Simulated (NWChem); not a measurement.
Program: NWChem. System: O3S, charge 0, spin multiplicity 1, displaced from the optimised geometry.

The NWChem input:

```
start mol
memory heap 100 mb stack 700 mb global 1900 mb
geometry units angstroms nocenter noautoz noautosym
  O      0.000000     0.000000     1.248915
  S      0.000000     0.000000     0.000006
  O     -1.272457     0.000000    -0.734661
  O      1.272457     0.000000    -0.734661
end
basis spherical
  * library cc-pvdz
end
scf
  rhf
  nopen 0
  maxiter 100
  thresh 1e-7
  semidirect memsize 60000000 filesize 0
end
tce
  freeze core 8
  cr-ccsd(t)
  2eorb
  2emet 13
  thresh 1e-6
  maxiter 100
  tilesize 24
end
task tce energy
```

The output up to the point where the run's verdict is printed (cleaned and shortened):

```
             Northwest Computational Chemistry Package (NWChem) 7.3.0
             --------------------------------------------------------

                                NWChem Input Module
                                -------------------

 Scaling coordinates for geometry "geometry" by  1.889725989
 (inverse scale =  0.529177249)

                             Geometry "geometry" -> ""
                             -------------------------

 Output coordinates in angstroms (scale by  1.889725989 to convert to a.u.)

  No.       Tag          Charge          X              Y              Z
 ---- ---------------- ---------- -------------- -------------- --------------
    1 O                    8.0000     0.00000000     0.00000000     1.24891500
    2 S                   16.0000     0.00000000     0.00000000     0.00000600
    3 O                    8.0000    -1.27245700     0.00000000    -0.73466100
    4 O                    8.0000     1.27245700     0.00000000    -0.73466100

 Effective nuclear repulsion energy (a.u.)     188.4841721263

            Nuclear Dipole moment (a.u.)
            ----------------------------
        X                 Y               Z
 ---------------- ---------------- ----------------
     0.0000000000     0.0000000000    -3.3318892740


 Summary of "ao basis" -> "" (spherical)
 ------------------------------------------------------------------------------
       Tag                 Description            Shells   Functions and Types
 ---------------- ------------------------------  ------  ---------------------
 *                          cc-pvdz                   on all atoms

 Summary of "ao basis" -> "ao basis" (spherical)
 ------------------------------------------------------------------------------
       Tag                 Description            Shells   Functions and Types
 ---------------- ------------------------------  ------  ---------------------
 O                          cc-pvdz                  6       14   3s2p1d
 S                          cc-pvdz                  8       18   4s3p1d

                                 NWChem SCF Module
[...]
     2   0 2 0    -18.001291      0.000000      0.000000
     2   0 1 1     -0.000000      0.000000      0.000000
     2   0 0 2    -23.129652      0.000000     75.399230

                   NWChem Extensible Many-Electron Theory Module
                   ---------------------------------------------


            General Information
            -------------------
      Number of processors :     1
         Wavefunction type : Restricted Hartree-Fock
          No. of electrons :    40
           Alpha electrons :    20
            Beta electrons :    20
           No. of orbitals :   120
            Alpha orbitals :    60
             Beta orbitals :    60
        Alpha frozen cores :     8
         Beta frozen cores :     8
     Alpha frozen virtuals :     0
      Beta frozen virtuals :     0
         Spin multiplicity : singlet
    Number of AO functions :    60
       Number of AO shells :    26
        Use of symmetry is : off
      Symmetry adaption is : off
         Schwarz screening : 0.10D-09

          Correlation Information
          -----------------------
          Calculation type : Coupled-cluster singles & doubles w/ perturbation
   Perturbative correction : Completely renormalized (T)
            Max iterations :      100
        Residual threshold : 0.10D-05
     T(0) DIIS level shift : 0.00D+00
     L(0) DIIS level shift : 0.00D+00
     T(1) DIIS level shift : 0.00D+00
     L(1) DIIS level shift : 0.00D+00
     T(R) DIIS level shift : 0.00D+00
     T(I) DIIS level shift : 0.00D+00
   CC-T/L Amplitude update :  5-th order DIIS
                I/O scheme : Global Array Library
        L-threshold :  0.10D-05
        EOM-threshold :  0.10D-05
 no EOMCCSD initial starts read in
 TCE RESTART OPTIONS
 SLICE:      F
 D4D5:       F
 quantumc:   F
 qrotation:  F
 pwtce:      F
 qducc:      F
 nacto:                         0
 nrotv:                         0
 nrot:                          0

            Memory Information
            ------------------
          Available GA space size is     249033200 doubles
          Available MA space size is     104853868 doubles

 Maximum block size supplied by input
 Maximum block size        24 doubles

 tile_dim =     20

 -------------------------------------------------

 Global array virtual files algorithm will be used

 Parallel file system coherency ......... OK

 4-electron integrals stored in orbital form

 v2    file size   =          1971456
 4-index algorithm nr.  13 is used
 imaxsize =       30
 imaxsize ichop =        0


CCSD iterations
 ---------------------------------------------------------
 Iter          Residuum       Correlation     Cpu    Wall
 ---------------------------------------------------------
    1   0.2004398854419  -0.6842906710712     0.3     0.3
    2   0.0541709045364  -0.6655095140501     0.2     0.2
    3   0.0176326939726  -0.6809840442267     0.3     0.3
    4   0.0089505316270  -0.6799970502270     0.2     0.2
    5   0.0032708575857  -0.6818175247845     0.4     0.4
    6   0.0012355844839  -0.6819057656462     0.4     0.4
    7   0.0007600075592  -0.6819428455766     0.4     0.4
    8   0.0003357818875  -0.6819561583693     0.4     0.4
    9   0.0002542946387  -0.6819583346019     0.4     0.4
   10   0.0001287699843  -0.6819690818986     0.3     0.3
   11   0.0000328317294  -0.6819785269758     0.3     0.3
   12   0.0000147143484  -0.6819760022404     0.2     0.2
   13   0.0000095083683  -0.6819767805007     0.2     0.2
   14   0.0000055616859  -0.6819762447903     0.2     0.2
   15   0.0000036013396  -0.6819763529921     0.2     0.2
   16   0.0000009128049  -0.6819761697983     0.2     0.2
 -----------------------------------------------------------------
 Iterations converged
 CCSD correlation energy / hartree =        -0.681976169798317
 CCSD total energy / hartree       =      -622.608268838116487

 Singles contributions

 Doubles contributions
 CR-CCSD(T)
```

The run crashed. NWChem stopped with the message: ccsd_t 3.
